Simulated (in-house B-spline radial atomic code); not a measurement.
Values are calculated unless marked as measured or tabulated.
**Two electrons in Si: a parabolic dot with ħω = 4.04 meV in all three directions with an ionised donor at its centre**

For Si the NSM archive of the Ioffe Institute lists m_l = 0.98 m0, m_t = 0.19 m0 and ε = 11.7; the model takes one isotropic valley with the conductivity mass 3/(1/m_l + 2/m_t) = 0.26 m0, and so misses anisotropy and the other valleys. All triplets below are those of one valley; with several valleys two electrons can form a triplet in the 1s orbital itself, at an energy set by the valley splitting. Real donors also feel a central-cell potential, which shifts the ground state.

Effective-mass model with parabolic bands, a uniform dielectric constant, no image charges, no central-cell or spin-orbit terms. Two-electron levels come from full CI in B-splines with partial waves to l = 5 (up to 0.001 effective hartree above the limit).

Question: What are the effective units, and what is the potential in them?

Answer: Ha* = 27211.386 meV × 0.26/11.7² = 51.68 meV and a* = 0.0529177 nm × 11.7/0.26 = 2.381 nm. The frequency is ω = 0.0781 Ha*, with −1/r added.

In these units the lowest s and p orbitals lie at -0.491119 and -0.063379, and their Coulomb and exchange integrals are J_ss = 0.638281, J_sp = 0.308281 and K_sp = 0.02949. Full CI gives -0.480498 for the ground singlet, -0.312207 for the sp triplet, -0.295362 for the sp singlet and -0.314499 for the lowest triplet of two s orbitals.

Question: What does it cost to add the second electron, to first order and exactly?

Answer: To first order E = 2ε_s + J_ss = -0.343956, so the charging energy E(2) − 2E(1) is J_ss = 32.99 meV. CI gives -0.480498 − 2 × (-0.491119) = 0.501739, or 25.93 meV: relaxation and correlation lower it by 7.057 meV, 21.4 % of J_ss. The s² configuration of one-electron orbitals holds 76.3 % of the state, and the mean radius is 5.12 nm.

Question: How far above the singlet do the triplets lie?

Answer: To first order the sp triplet lies at ε_s + ε_p + J_sp − K_sp = -0.275711, which is 3.527 meV above 2ε_s + J_ss. CI gives -0.312207 − (-0.480498) = 0.168291, or 8.698 meV, 39 % of the orbital spacing of 22.11 meV. The ss triplet lies 8.579 meV up, so the lower of the two is the ss one, and its gap equals k_BT at 99.6 K. The sp singlet-triplet splitting is 0.8706 meV, against 2K_sp = 3.049 meV.
